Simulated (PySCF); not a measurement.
A GIAO shielding run with PySCF 2.14.0 with density-fitted response routines (density fitting, non-relativistic, gas phase) on SMILES COc1nsc(F)n1, C3H3FN2OS:

```
{"job": {"kind": "nmr", "xc": "PBE0", "basis": "pcSseg-1"}, "charge": 0, "multiplicity": 1}
C      1.906536     0.268759    -0.118535
O      1.101096    -0.873576     0.133116
C     -0.199338    -0.675725     0.136918
N     -1.015415    -1.674043     0.357223
S     -2.562175    -1.157113     0.307675
C     -2.014075     0.456126    -0.023522
F     -2.837630     1.461568    -0.192706
N     -0.733322     0.557923    -0.085185
H      1.683051     0.691024    -1.100046
H      2.934176    -0.085477    -0.084358
H      1.742520     1.033205     0.643456
```

Hardware: 1 thread of an Arm Neoverse N1, shared host. The job also computes population analyses, field gradients, ring-centre shieldings.

(1) How large is the calculation?

(2) How long does it take?

Answers

(1) 68 electrons, 158 basis functions and 834 auxiliary functions.

(2) 30 s of wall time, with 15 SCF cycles and 5 response iterations. Times on a shared host scatter by some tens of per cent.
